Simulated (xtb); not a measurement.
A geometry relaxed with GFN2-xTB in xtb, charge 0, multiplicity 1:

```xyz
5

Cl     2.0652     0.9857    -0.0880
Sn     0.0025     0.0250    -0.0021
Cl    -1.8250     1.3790    -0.1130
F     -0.1181    -1.0645     1.6388
F     -0.1247    -1.3252    -1.4356
```

Question: Write the SMILES of this molecule.

Answer: `[F][Sn]([F])([Cl])[Cl]`
